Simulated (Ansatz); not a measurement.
Calculated with Ansatz (gas phase, PBE0-D4/def2-TZVP geometries, no zero-point term in ΔE). CCSD(T)/CBS adds triple-zeta CCSD(T) − MP2 to the extrapolated MP2 energy (def2 sets, frozen cores). This one scheme is used for every species. DFT in def2-TZVPP. B3LYP here is the variant with VWN-RPA as its local correlation; programs differ in this. HSE06 is defined as in plane-wave codes. Each species was taken in one conformer, which may not be the lowest.

Reaction (formal exchange of groups at the Si–B bond): `B[SiH2][SiH2][SiH3]` + SiH₄ → `[SiH3][SiH2][SiH2][SiH3]` + BH₃

```csv
level,ΔE (eV)
B3LYP,-0.11
HSE06,-0.15
```

(1) What does CCSD(T)/CBS give? (Estimate.)

Largest T1 diagnostic among the species: 0.014.

## Answers

(1) Ansatz gave: -0.17 eV. The listed levels differ from it by 0.06, 0.02 eV.

From BLYP to BHLYP (50 % exact exchange), in def2-TZVPP and without D4, ΔE moves by −0.06 eV. At CCSD(T), def2-SVP lies +0.06 eV from the extrapolated value and def2-TZVPP +0.02 eV.
